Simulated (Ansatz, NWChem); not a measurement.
## Abstraction of F: CH3FO + CH7Si2 → CH3O + CH7FSi2

Gas-phase species: CH3FO `OCF`, singlet; CH7Si2 `[SiH2]C[SiH3]`, doublet; CH3O (hydroxymethyl radical) `[CH2]O`, doublet; CH7FSi2 `F[SiH2]C[SiH3]`, singlet. A radical takes F: the energy is the difference in strength between the C–F bond broken and the Si–F bond made.

Shapes, held fixed at every level: PBE0-D4/def2-TZVP. Flexible molecules stand in one conformer, not always the lowest. Programs: Ansatz 0.2.0, NWChem 7.3.0. Electronic energies: no zero-point or thermal term.

```json
{"level": "MP2/def2-TZVPP", "kind": "perturbation theory", "ΔE (kJ/mol)": "-149.8", "less CCSD(T)/CBS estimate": "+6.3"}
{"level": "HF/def2-SVP", "kind": "Hartree–Fock", "ΔE (kJ/mol)": "-139.3", "less CCSD(T)/CBS estimate": "+16.8"}
{"level": "PBE0/def2-SVP", "kind": "global hybrid", "ΔE (kJ/mol)": "-113.8", "less CCSD(T)/CBS estimate": "+42.3"}
{"level": "PBE0-D4/def2-TZVPP", "kind": "global hybrid", "ΔE (kJ/mol)": "-137.7", "less CCSD(T)/CBS estimate": "+18.4"}
{"level": "wB97X-V/def2-TZVPP", "kind": "range-separated hybrid", "ΔE (kJ/mol)": "-151.5", "less CCSD(T)/CBS estimate": "+4.6"}
{"level": "B2PLYP/def2-TZVPP", "kind": "double hybrid", "ΔE (kJ/mol)": "-154.5", "less CCSD(T)/CBS estimate": "+1.6"}
{"level": "CCSD(T)/CBS estimate", "kind": "coupled cluster or CI", "ΔE (kJ/mol)": "-156.1", "less CCSD(T)/CBS estimate": "0.0"}
```

The highest level, CCSD(T)/CBS estimate, gives ΔE = -156.1 kJ/mol; the levels span -156.1 to -113.8. The column of differences is taken from that level and isn't an error. No measured value is set beside it here. Open shells run unrestricted. The CBS estimate extrapolates MP2 from def2-TZVPP and def2-QZVPP and adds CCSD(T) − MP2 in the triple-zeta set, cores frozen.
